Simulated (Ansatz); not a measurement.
H6N3NbO, SMILES `[NH2][Nb]([NH2])([NH2])=[O]`, relaxed with RKS PBE-D4/def2-SVP in Ansatz 0.2.0 from a rough embedded geometry. The force threshold is 0.03 eV/Å; the program also tests the step.

Total charge 0; spin multiplicity 1. Nb: def2 effective core potential.

Start:

```xyz
11

N    -0.234   -1.786   -0.366
Nb    0.697    0.013   -0.047
N    -0.015    1.380   -1.486
N     0.282    0.761    1.935
O     2.483   -0.176   -0.192
H    -0.803   -2.060    0.501
H    -0.901   -1.699   -1.135
H    -0.908    1.727   -1.140
H    -0.089    0.864   -2.397
H    -0.719    1.102    1.831
H     0.206   -0.126    2.495
```

(1) By how much does the energy fall, and how many steps does the optimiser take? (Best estimate.)

(2) Which bonds change most? (An estimate is asked.)

(3) Give the relaxed structure. (Best estimate.)

Results:

(1) The calculation gave: 188.16 kJ/mol, in 12 steps.

(2) Ansatz gave: Nb2–N4 from 2.159 to 1.999 Å; Nb2–N3 from 2.108 to 1.999 Å; Nb2–O5 from 1.802 to 1.719 Å; N1–Nb2 from 2.052 to 1.999 Å.

(3) The calculation gave: 
```xyz
11

N    -0.553   -1.795   -0.283
Nb    0.454   -0.089   -0.018
N    -0.009    1.208   -1.466
N     0.022    0.695    1.769
O     2.139   -0.425   -0.084
H    -0.117   -2.723   -0.311
H    -1.537   -1.887   -0.560
H    -0.852    1.790   -1.508
H     0.635    1.509   -2.205
H    -0.906    0.744    2.203
H     0.724    0.973    2.463
```
